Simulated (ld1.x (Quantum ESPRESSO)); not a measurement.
Reading a pseudo-wave (lead (Pb))

Columns: radius, all-electron u(r) and pseudo u(r) of the 6s shell (level -9.47 eV) of lead in the configuration [Xe] 4f14 5d10 6s2 6p2; PBE, non-relativistic, TM semilocal scheme, ld1.x (Quantum ESPRESSO) 7.5.

| r (bohr) | all-electron | pseudo |
| --- | --- | --- |
| 0.143 | 0.1566 | -0.0145 |
| 0.285 | -0.1798 | -0.0305 |
| 0.428 | -0.1216 | -0.0499 |
| 0.570 | 0.1736 | -0.0743 |
| 0.713 | 0.3353 | -0.1064 |
| 0.855 | 0.3127 | -0.1482 |
| 0.998 | 0.1725 | -0.2022 |
| 1.140 | -0.0127 | -0.2686 |
| 1.283 | -0.1988 | -0.3470 |
| 1.425 | -0.3598 | -0.4317 |
| 1.568 | -0.4890 | -0.5165 |
| 1.710 | -0.5839 | -0.5915 |
| 1.853 | -0.6492 | -0.6503 |
| 1.995 | -0.6885 | -0.6884 |
| 2.138 | -0.7070 | -0.7070 |
| 2.280 | -0.7090 | -0.7090 |
| 2.423 | -0.6984 | -0.6984 |
| 2.565 | -0.6785 | -0.6785 |
| 2.708 | -0.6515 | -0.6515 |
| 2.850 | -0.6200 | -0.6200 |
| 2.992 | -0.5855 | -0.5855 |
| 3.135 | -0.5491 | -0.5491 |
| 3.278 | -0.5120 | -0.5120 |
| 3.420 | -0.4755 | -0.4755 |
| 3.563 | -0.4394 | -0.4394 |
| 3.705 | -0.4048 | -0.4048 |

Q: How many radial nodes do the two functions have?

A: The all-electron 6s function has n − l − 1 = 5 (the table is too coarse to show those close to the nucleus); the pseudo-wave has 0, since the states of the same l below it are removed with the core.

Q: At about which radius was the pseudo-wave matched?

A: 2.35 bohr. The columns agree to 0.0005 from 2.00 bohr on; several derivatives are matched, so the curves merge somewhat inside the radius.

Q: Is the pseudo-wave norm-conserving?

A: Yes: the TM semilocal scheme keeps the norm inside the radius equal to the all-electron one, which fixes the energy derivative of the logarithmic derivative at the level.
